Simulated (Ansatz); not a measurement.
Consider the formal exchange of groups at the Al–C bond: `C[CH]([SiH3])[AlH][NH2]` + SiH₄ → `[NH2][AlH][SiH3]` + `CC[SiH3]`.

Gas-phase electronic energies from Ansatz, PBE0-D4/def2-TZVP geometries. CCSD(T)/CBS adds triple-zeta CCSD(T) − MP2 to the extrapolated MP2 energy (def2 sets, frozen cores). This one scheme is used for every species. Functionals use def2-TZVPP. One conformer a species, not always the lowest.

```
        level  ΔE (kJ/mol)
       B2PLYP         -6.7
         PBE0        -18.0
HF/def2-TZVPP        -10.9
MP2/CBS(def2)          5.2
```

Q: What does CCSD(T)/CBS give? (Estimate.)

A: Computed: -3.9 kJ/mol. The listed levels differ from it by -2.8, -14.1, -7.0, 9.1 kJ/mol.

Largest T1 diagnostic among the species: 0.013.

In def2-TZVPP, CCSD(T) changes the Hartree–Fock value by +6.7 kJ/mol (the triples alone add +1.7 kJ/mol) and MP2 by +15.8 kJ/mol. The D4 term adds +8.3 kJ/mol with B3LYP and +4.8 kJ/mol with PBE0; it sums over pairs of atoms, weighted by their polarisabilities, and B3LYP, whose exchange is more repulsive, gets the larger term.

B3LYP here is the variant with VWN-RPA as its local correlation; programs differ in this.
